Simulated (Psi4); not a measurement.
H₂P, charge -1, singlet, geometry from GFN2-xTB (a gas-phase anion, which may not be bound at this level). Base run: Psi4 1.11 with CCSD/3-21G.

Here is a job for Psi4.
```
memory 2 GB

molecule {
-1 1
  P    -0.00149906    0.07431072    0.08210974
  H     0.97078349   -0.55479397   -0.60060040
  H    -0.94829753   -0.55986685   -0.63104570
}

set basis 3-21g

energy('ccsd')
print_variables()
```

The base run was repeated with changes; each row names its change, and settings that it needs were set with it.

| change | ΔE vs base (kcal/mol) | MP2 correlation (Eh) | basis functions | outcome |
|---|---|---|---|---|
| base | 0.000 | -0.06163 | 17 | converged |
| method = mp2 | 9.57 | -0.06153 | 17 | converged |
| freeze_core = on | ? | ? | 17 | converged |
| method = cisd | - | - | 17 | stopped with an error |
| method = lccd | - | - | 17 | stopped with an error |
| method = mp2.5 | 6.11 | -0.06153 | 17 | converged |
| method = scs-mp2 | 6.54 | -0.06163 | 17 | converged |
| method = omp2 | 9.46 | -0.06153 | 17 | converged |
| method = mp3 | ? | -0.06153 | 17 | converged |
| cc_type = df | - | - | 17 | stopped with an error |

### Question
What belongs in the gaps?

### Answer

- freeze_core = on, ΔE vs base (kcal/mol): 3.30
- freeze_core = on, MP2 correlation (Eh): -0.05585
- method = mp3, ΔE vs base (kcal/mol): 2.65

A gas-phase anion may not be bound at this level; its values then depend on the basis.

- method = cisd: ended with `Fatal Error: ndocc must be less than nvirt`
- method = lccd: ended with `Fatal Error: ndocc must be less than nvirt`
- cc_type = df: ended with `Fatal Error: ndocc must be less than nvirt`
